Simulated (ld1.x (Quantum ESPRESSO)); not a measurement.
u(r) = r·R(r): atom against pseudo-atom (Ti (Z = 22))

Columns: radius, all-electron u(r) and pseudo u(r) of the 4p shell (level -6.61 eV) of titanium in the configuration [Ar] 3d2 4s1 4p0; PBE, scalar-relativistic, TM scheme, ld1.x (Quantum ESPRESSO) 7.5.

```json
{"r (bohr)": "0.138", "all-electron": "0.1319", "pseudo": "0.0022"}
{"r (bohr)": "0.275", "all-electron": "0.0847", "pseudo": "0.0089"}
{"r (bohr)": "0.413", "all-electron": "-0.0549", "pseudo": "0.0197"}
{"r (bohr)": "0.550", "all-electron": "-0.1704", "pseudo": "0.0344"}
{"r (bohr)": "0.688", "all-electron": "-0.2306", "pseudo": "0.0527"}
{"r (bohr)": "0.825", "all-electron": "-0.2371", "pseudo": "0.0737"}
{"r (bohr)": "0.963", "all-electron": "-0.2041", "pseudo": "0.0975"}
{"r (bohr)": "1.100", "all-electron": "-0.1463", "pseudo": "0.1232"}
{"r (bohr)": "1.238", "all-electron": "-0.0746", "pseudo": "0.1510"}
{"r (bohr)": "1.375", "all-electron": "0.0019", "pseudo": "0.1803"}
{"r (bohr)": "1.513", "all-electron": "0.0790", "pseudo": "0.2117"}
{"r (bohr)": "1.650", "all-electron": "0.1523", "pseudo": "0.2447"}
{"r (bohr)": "1.788", "all-electron": "0.2209", "pseudo": "0.2799"}
{"r (bohr)": "1.925", "all-electron": "0.2827", "pseudo": "0.3167"}
{"r (bohr)": "2.062", "all-electron": "0.3378", "pseudo": "0.3547"}
{"r (bohr)": "2.200", "all-electron": "0.3863", "pseudo": "0.3930"}
{"r (bohr)": "2.338", "all-electron": "0.4279", "pseudo": "0.4298"}
{"r (bohr)": "2.475", "all-electron": "0.4627", "pseudo": "0.4630"}
{"r (bohr)": "2.613", "all-electron": "0.4915", "pseudo": "0.4915"}
{"r (bohr)": "2.750", "all-electron": "0.5143", "pseudo": "0.5143"}
{"r (bohr)": "2.888", "all-electron": "0.5317", "pseudo": "0.5317"}
{"r (bohr)": "3.025", "all-electron": "0.5440", "pseudo": "0.5440"}
{"r (bohr)": "3.162", "all-electron": "0.5516", "pseudo": "0.5516"}
{"r (bohr)": "3.300", "all-electron": "0.5550", "pseudo": "0.5550"}
{"r (bohr)": "3.438", "all-electron": "0.5547", "pseudo": "0.5547"}
{"r (bohr)": "3.575", "all-electron": "0.5511", "pseudo": "0.5511"}
```

(1) How many radial nodes do the two functions have?

(2) At about which radius was the pseudo-wave matched?

(3) Where does each function peak?

(4) Is the pseudo-wave norm-conserving?

## Answers

(1) The all-electron 4p function has n − l − 1 = 2; the pseudo-wave has 0, since the states of the same l below it are removed with the core.

(2) 2.75 bohr. The columns agree to 0.0005 from 2.48 bohr on; several derivatives are matched, so the curves merge somewhat inside the radius.

(3) Outermost all-electron maximum near 3.30 bohr, pseudo maximum near 3.30 bohr (to the table’s step).

(4) Yes: the TM scheme keeps the norm inside the radius equal to the all-electron one, which fixes the energy derivative of the logarithmic derivative at the level.
